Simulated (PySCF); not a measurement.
Predicted microwave data (B3LYP/def2-SVPD in PySCF (dipole) on a GFN2-xTB geometry, gas phase) for one isomer of C5H8N2O:

```
Rotational constants : A = 4567, B = 1446, C = 1435 MHz
Dipole components    : |μa| = 1.40 D, |μb| = 3.01 D, |μc| = 0.10 D
Inertial defect      : -107.99 u·Å²
κ                    : -0.99
```

Problem. Which structure is it? (One computed conformer of each.)
A. `[CH3:1][CH:2]([CH3:3])[c:4]1[n:5][n:6][cH:7][o:8]1` with C1–C2–C4–N5 61°
B. `[CH3:1][O:2][c:3]1[cH:4][nH:5][n:6][c:7]1[CH3:8]` with C1–O2–C3–C4 0°

Solution. A. It is CC(C)c1nnco1, a near-prolate asymmetric top, point group Cs. The candidates at the same level (rigid rotor, commonest isotopes):

```
       SMILES  A (MHz)  B (MHz)  C (MHz)  μa (D)  μb (D)  μc (D)  Δ (u·Å²)  point group                        rotor
COc1c[nH]nc1C     3352     1901     1232    1.97    2.26    0.00     -6.33           Cs               asymmetric top
 CC(C)c1nnco1     4567     1446     1435    1.40    3.01    0.10   -107.99           Cs  near-prolate asymmetric top
```

`COc1c[nH]nc1C` has B 31 % too high. No structure here is proved a minimum.
